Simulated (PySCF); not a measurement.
Isotope clusters of molecular radical cations, worked from isotope masses and abundances (centroid m/z, relative intensity):

1. 156.0172 (100.0), 157.0183 (12.1), 158.0139 (8.4), 159.0150 (0.8)
2. 138.0495 (100.0), 139.0514 (12.8), 140.0479 (4.2), 141.0507 (0.3)
3. 165.9852 (100.0), 166.9857 (14.3), 167.9819 (12.0), 168.9824 (1.2), 169.9788 (0.5)
4. 158.0326 (100.0), 159.0332 (15.4), 160.0302 (7.8), 161.0310 (0.7)

Lines and terms under 0.3 % are left out. Candidates, as SMILES:
A. `C=CC[SiH2]S[SiH2]P`
B. `NC1=CC=CN=C1S[SiH3]`
C. `CO[Si@@H]1C[C@H](C#N)[SiH2]N1`
D. `CC#C[C@@H]1C[C@]1([SiH3])C=O`

Question: Match clusters and compounds, and give each formula.

Answer: 
1 = B, C5H8N2SSi, monoisotopic mass of the neutral 156.0177 u; relative to that species, one 13C gives 5.4 % at +1, one 29Si gives 5.1 % at +1, one 33S gives 0.8 % at +1, one 15N gives 0.7 % at +1, one 34S gives 4.5 % at +2 and one 30Si gives 3.3 % at +2.
2 = D, C7H10OSi, monoisotopic mass of the neutral 138.0501 u; relative to that species, one 13C gives 7.6 % at +1, one 29Si gives 5.1 % at +1 and one 30Si gives 3.3 % at +2.
3 = A, C3H11PSSi2, monoisotopic mass of the neutral 165.9858 u; relative to that species, one 29Si gives 10.2 % at +1, one 13C gives 3.2 % at +1, one 33S gives 0.8 % at +1, one 30Si gives 6.7 % at +2 and one 34S gives 4.5 % at +2.
4 = C, C4H10N2OSi2, monoisotopic mass of the neutral 158.0332 u; relative to that species, one 29Si gives 10.2 % at +1, one 13C gives 4.3 % at +1, one 15N gives 0.7 % at +1 and one 30Si gives 6.7 % at +2.

Question: Weight all lines of cluster 2 by their intensities. What mean results?

Answer: 138.239 u over all lines, faint ones too (the ion lacks one electron, 0.0005 u); standard atomic weights give 138.241 g/mol for C7H10OSi.

Question: Give the exact less the nominal mass of each, in mDa.

Answer: C3H11PSSi2 -14.2, C5H8N2SSi +17.7, C4H10N2OSi2 +33.2, C7H10OSi +50.1 (neutral, monoisotopic).

Abundances used (%; other tables differ somewhat): 14N 99.632, 15N 0.368; 12C 98.93, 13C 1.07; 32S 94.93, 33S 0.76, 34S 4.29, 36S 0.02; 28Si 92.2297, 29Si 4.6832, 30Si 3.0872; 1H 99.9885, 2H 0.0115; 16O 99.757, 17O 0.038, 18O 0.205.

Isomers would give the same cluster, so the cluster fixes the formula at best.

Masses and patterns are calculated from tabulated isotope masses and abundances.
